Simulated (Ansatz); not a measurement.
`[NH2][Al]1[NH][SiH2]1` + HBr → `[Br][Al]1[NH][SiH2]1` + NH₃ at 298.15 K and 1 bar (ligand exchange at the Al–N bond).

Computed with Ansatz on PBE0-D4/def2-TZVP structures; ΔE is electronic, products minus reactants. CBS: MP2 limit from def2 TZ/QZ plus the TZ coupled-cluster correction, frozen cores. This one scheme is used for every species. For Br outer-core shells are correlated without core-valence functions, which leaves a few kJ/mol of doubt a bond. Scalar relativity is left out up to krypton. One conformer a species, not always the lowest.

```json
{"species": "`[NH2][Al]1[NH][SiH2]1`", "CCSD(T)/CBS energy (Eh)": "-643.55146", "H − E (kJ/mol)": "171.9", "S (J/(mol·K))": "323.7"}
{"species": "HBr", "CCSD(T)/CBS energy (Eh)": "-2573.91920", "H − E (kJ/mol)": "24.6", "S (J/(mol·K))": "198.6"}
{"species": "`[Br][Al]1[NH][SiH2]1`", "CCSD(T)/CBS energy (Eh)": "-3160.99285", "H − E (kJ/mol)": "107.1", "S (J/(mol·K))": "333.2"}
{"species": "NH₃", "CCSD(T)/CBS energy (Eh)": "-56.50880", "H − E (kJ/mol)": "100.5", "S (J/(mol·K))": "192.4"}
```

H − E and S are ideal-gas, rigid-rotor, harmonic terms from PBE0-D4/def2-TZVP, for one conformer and one mirror image of each species. 1 Eh = 2625.50 kJ/mol, R = 8.31446 J/(mol·K).

Q: By hand: ΔE, ΔH, ΔS and ΔG.

A: ΔE = (-3160.99285) + (-56.50880) − (-643.55146) − (-2573.91920) = -0.03099 Eh = -81.4 kJ/mol. Δ(H − E) = 107.1 + 100.5 − 171.9 − 24.6 = 11.1, so ΔH = -70.3 kJ/mol. ΔS = 333.2 + 192.4 − 323.7 − 198.6 = 3.3 J/(mol·K). ΔG = -70.3 − 298.15 × (3.3)/1000 = -71.3 kJ/mol.

Q: By hand: the equilibrium constant, and the temperature at which ΔG would vanish if ΔH and ΔS stayed fixed.

A: log₁₀ K = −ΔG/(RT ln 10) = 12.5. ΔH and −TΔS have one sign here, so there is no such temperature.

The number of gas molecules stays the same, so ΔS is small and ΔH decides. A doubt of 5 kJ/mol in ΔE shifts log₁₀ K by 0.9 here. Other conformers and mirror images would add mixing entropy, several J/(mol·K) or more a flexible species. These are equilibria of isolated gas molecules and say nothing of rates. Largest T1 diagnostic: 0.013 (customary marks: 0.02 for closed shells, 0.045 for open ones).

ΔS is within the doubt of such terms, so its sign, and with it that verdict, could turn.
